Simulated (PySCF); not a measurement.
Worked example: chemical shift, span and skew from a shielding tensor

F2H5NSi2, SMILES F[SiH](F)N[SiH3]. Atoms are numbered in the order given.

```xyz
10

Si     2.0747    -0.0835     0.8805
N      0.6465    -0.5316    -0.0371
Si    -0.8390     0.3042    -0.1756
F     -1.1591     0.6806    -1.7183
F     -2.0792    -0.6428     0.2588
H      2.4131    -1.1196     1.8941
H      1.7601     1.1994     1.5591
H      3.2562     0.0941    -0.0072
H      0.7132    -1.4058    -0.5627
H     -0.8242     1.5232     0.6430
```

Geometry: TPSSh-D3(BJ)/def2-SVP. This is a generated structure with no PubChem entry under its InChIKey; it may be hypothetical. One conformer was computed; it need not be the lowest.

GIAO shieldings from KT2/pcSseg-1 run with PySCF, non-relativistic, no solvent. The symmetric part of the tensor of Si3 has the principal values 373.3, 384.5, 425.4 ppm. The same nucleus in TMS has σ = 361.9 ppm at this level (PySCF, at its B3LYP-D3(BJ)/def2-TZVP geometry).

Task: Work out the isotropic shielding, the ²⁹Si shift against TMS, the span and the skew.

Result: 
σ(iso) = (σ11 + σ22 + σ33)/3 = 394.4 ppm. δ = σ(ref) − σ(iso) = 361.9 − (394.4) = -32.5 ppm.
Span Ω = σ33 − σ11 = 52.1 ppm. Skew κ = 3(σ(iso) − σ22)/Ω = 0.57. Tumbling in solution averages the tensor to δ; in a static solid the shielding alone would spread this spin-1/2 line over Ω.
